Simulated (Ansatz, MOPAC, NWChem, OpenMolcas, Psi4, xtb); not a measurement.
**A ladder of methods for GeSiH5 (SMILES [SiH2][GeH3])**

GeSiH5, doublet, SMILES `[SiH2][GeH3]`. Each level relaxes the structure for itself.

Each level gives the highest harmonic wavenumber at each level's own minimum (cm⁻¹). The values are calculated.

```
                                   level            kind     program  value (cm⁻¹)
                                    MNDO  semi-empirical       MOPAC          2393
                                     PM3  semi-empirical       MOPAC          1947
                                GFN2-xTB  semi-empirical         xtb          2227
                                GFN1-xTB  semi-empirical         xtb          2168
                               UHF/3-21G    Hartree–Fock  OpenMolcas          2276
        UHF/6-31G* (Cartesian functions)    Hartree–Fock  OpenMolcas          2364
                   UPBE0-D3(BJ)/def2-SVP   global hybrid      NWChem          2230
                      UPBE0-D4/def2-TZVP   global hybrid      Ansatz          2224
UB3LYP-D3(BJ)/def2-SVP (density fitting)   global hybrid        Psi4          2205
```

All-electron rows without a relativistic Hamiltonian named are non-relativistic. Harmonic and unscaled. The values span 1947 to 2393 cm⁻¹.
